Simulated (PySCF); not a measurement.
C$_{4}$H$_{9}$NaO, charge -1, doublet, at the geometry of the source list (a state made from the parent by changing its charge; the spin is typed, not shown lowest) (in this run its highest filled SCF level lies above zero, so its values depend strongly on the basis, on diffuse functions most of all); B3LYP5/6-31G* in PySCF.

Input for PySCF:
```python
from pyscf import gto, scf, dft

mol = gto.Mole()
mol.atom = '''
    Na    1.755400    2.127100    1.421100
    O     0.339800    0.983300    1.230900
    C    -0.003200    0.131900    0.224600
    C     1.092500   -0.929600   -0.011600
    C    -1.314400   -0.603600    0.590100
    C    -0.232300    0.890900   -1.100100
    H     0.795500   -1.642700   -0.776300
    H     1.278700   -1.461000    0.918800
    H     2.017700   -0.434700   -0.323600
    H    -1.167200   -1.152600    1.515600
    H    -1.612600   -1.291200   -0.196900
    H    -2.099900    0.129200    0.749200
    H     0.699200    1.377200   -1.406900
    H    -0.989500    1.655900   -0.944800
    H    -0.559900    0.220000   -1.890000
'''
mol.basis = '6-31g*'
mol.charge = -1
mol.spin = 1
mol.verbose = 4
mol.build()

mf = dft.UKS(mol)
mf.xc = 'b3lyp5'
mf.kernel()
```

It wrote (shortened):

```
PySCF version 2.14.0

[INPUT] verbose = 4
[INPUT] num. atoms = 15
[INPUT] num. electrons = 53
[INPUT] charge = -1
[INPUT] spin (= nelec alpha-beta = 2S) = 1
[INPUT] symmetry False subgroup None
[INPUT] Mole.unit = angstrom
[INPUT] Symbol           X                Y                Z      unit          X                Y                Z       unit  Magmom
[INPUT]  1 Na     1.755400000000   2.127100000000   1.421100000000 AA    3.317225239062   4.019636439562   2.685489795619 Bohr   0.0
[INPUT]  2 O      0.339800000000   0.983300000000   1.230900000000 AA    0.642128937127   1.858167698285   2.326063886727 Bohr   0.0
[INPUT]  3 C     -0.003200000000   0.131900000000   0.224600000000 AA   -0.006047123599   0.249254875830   0.424432487577 Bohr   0.0
[INPUT]  4 C      1.092500000000  -0.929600000000  -0.011600000000 AA    2.064525791087  -1.756689405396  -0.021920823045 Bohr   0.0
[INPUT]  5 C     -1.314400000000  -0.603600000000   0.590100000000 AA   -2.483856018128  -1.140638688787   1.115127386106 Bohr   0.0
[INPUT]  6 C     -0.232300000000   0.890900000000  -1.100100000000 AA   -0.438983378736   1.683557004375  -2.078887709634 Bohr   0.0
[INPUT]  7 H      0.795500000000  -1.642700000000  -0.776300000000 AA    1.503277132092  -3.104253104823  -1.466994390500 Bohr   0.0
[INPUT]  8 H      1.278700000000  -1.461000000000   0.918800000000 AA    2.416392795481  -2.760889867990   1.736280363250 Bohr   0.0
[INPUT]  9 H      2.017700000000  -0.434700000000  -0.323600000000 AA    3.812900401535  -0.821463946348  -0.611515373909 Bohr   0.0
[INPUT] 10 H     -1.167200000000  -1.152600000000   1.515600000000 AA   -2.205688332592  -2.178098331174   2.864068914391 Bohr   0.0
[INPUT] 11 H     -1.612600000000  -1.291200000000  -0.196900000000 AA   -3.047372348474  -2.440014372038  -0.372087073927 Bohr   0.0
[INPUT] 12 H     -2.099900000000   0.129200000000   0.749200000000 AA   -3.968235888974   0.244152615294   1.415782812524 Bohr   0.0
[INPUT] 13 H      0.699200000000   1.377200000000  -1.406900000000 AA    1.321296506296   2.602530818751  -2.658655684651 Bohr   0.0
[INPUT] 14 H     -0.989500000000   1.655900000000  -0.944800000000 AA   -1.869884000257   3.129197489667  -1.785413242489 Bohr   0.0
[INPUT] 15 H     -0.559900000000   0.220000000000  -1.890000000000 AA   -1.058057657144   0.415739747404  -3.571582375428 Bohr   0.0

nuclear repulsion = 268.987731950242
number of shells = 56
number of NR pGTOs = 222
number of NR cGTOs = 106
basis = 6-31g*
ecp = {}

******** <class 'pyscf.dft.uks.UKS'> ********
method = UKS
initial guess = minao
damping factor = 0
level_shift factor = 0
DIIS = <class 'pyscf.scf.diis.CDIIS'>
diis_start_cycle = 1
diis_space = 8
diis_damp = 0
SCF conv_tol = 1e-09
SCF conv_tol_grad = None
SCF max_cycles = 50
direct_scf = True
direct_scf_tol = 1e-13
number electrons alpha = 27  beta = 26
XC library pyscf.dft.libxc version 7.1.2
    S. Lehtola, C. Steigemann, M. J. T. Oliveira, and M. A. L. Marques,  SoftwareX 7, 1–5 (2018)
XC functionals = b3lyp5
    P. A. M. Dirac,  Math. Proc. Cambridge Philos. Soc. 26, 376 (1930)
    F. Bloch,  Z. Phys. 57, 545 (1929)
    A. D. Becke,  Phys. Rev. A 38, 3098 (1988)
    C. Lee, W. Yang, and R. G. Parr,  Phys. Rev. B 37, 785 (1988)
    B. Miehlich, A. Savin, H. Stoll, and H. Preuss,  Chem. Phys. Lett. 157, 200 (1989)
    S. H. Vosko, L. Wilk, and M. Nusair,  Can. J. Phys. 58, 1200 (1980)
radial grids:
    Treutler-Ahlrichs [JCP 102, 346 (1995); DOI:10.1063/1.469408] (M4) radial grids

becke partition: Becke, JCP 88, 2547 (1988); DOI:10.1063/1.454033
pruning grids: <function nwchem_prune>
grids dens level: 3
symmetrized grids: False
atomic radii adjust function: <function treutler_atomic_radii_adjust>
small_rho_cutoff = 0
Set gradient conv threshold to 3.16228e-05
tot grids = 176928
init E= -395.441668654031

cycle= 1 E= -394.892216015364  delta_E= 0.549  |g|= 0.77  |ddm|= 2.29

cycle= 2 E= -389.527541880567  delta_E= 5.36  |g|= 2.36  |ddm|= 3.84
cycle= 3 E= -395.097219170009  delta_E= -5.57  |g|= 0.393  |ddm|= 3.71
cycle= 4 E= -395.162705701219  delta_E= -0.0655  |g|= 0.186  |ddm|= 0.597
cycle= 5 E= -395.182464554613  delta_E= -0.0198  |g|= 0.0215  |ddm|= 0.314
cycle= 6 E= -395.182739717818  delta_E= -0.000275  |g|= 0.0127  |ddm|= 0.0747
cycle= 7 E= -395.182817781816  delta_E= -7.81e-05  |g|= 0.0027  |ddm|= 0.0205
cycle= 8 E= -395.182826746511  delta_E= -8.96e-06  |g|= 0.000626  |ddm|= 0.0144
cycle= 9 E= -395.182827800453  delta_E= -1.05e-06  |g|= 0.000189  |ddm|= 0.00699
cycle= 10 E= -395.182827847237  delta_E= -4.68e-08  |g|= 4.47e-05  |ddm|= 0.00127
cycle= 11 E= -395.182827849488  delta_E= -2.25e-09  |g|= 2.53e-05  |ddm|= 0.000243
cycle= 12 E= -395.182827849875  delta_E= -3.87e-10  |g|= 1.6e-05  |ddm|= 6.56e-05
Extra cycle  E= -395.182827849727  delta_E= 1.48e-10  |g|= 2.53e-05  |ddm|= 4.79e-05
converged SCF energy = -395.182827849727  <S^2> = 0.75017795  2S+1 = 2.0001779
```
